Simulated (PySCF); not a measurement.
# Working out the ionisation energy of Ca⁺

Ca⁺ [Ar] 4s1 (2S) → Ca²⁺ [Ar] (1S). Computed with PySCF 2.14 in def2-QZVPPD (11s6p4d3f, 70 functions), with no relativity, point nucleus. Frozen: [Ne]. Energies in hartree (1 hartree = 27.21139 eV):

```tsv
part	Ca⁺ (lower)	Ca²⁺ (upper)
UHF	-676.569870	-676.154074
MP2 opposite-spin	-0.154003	-0.144738
MP2 same-spin	-0.057377	-0.049775
```

Question: What does Hartree-Fock give?

Answer: (-676.154074) − (-676.569870) = 0.415796 hartree = 11.314 eV.

Question: What do MP2 and SCS-MP2 (6/5 opposite-spin, 1/3 same-spin) give?

Answer: The opposite-spin parts differ by 0.252 eV and the same-spin parts by 0.207 eV. MP2: 11.314 + (0.252) + (0.207) = 11.773 eV. SCS-MP2: 11.314 + 1.2 × (0.252) + (0.207)/3 = 11.685 eV.

Measured between the centres of the two terms (NIST): 11.872 eV, so MP2 (valence and next inner shell) is off by -0.099 eV.

The calculation is non-relativistic.

What remains against the reference includes basis incompleteness, the frozen core and correlation beyond second order.
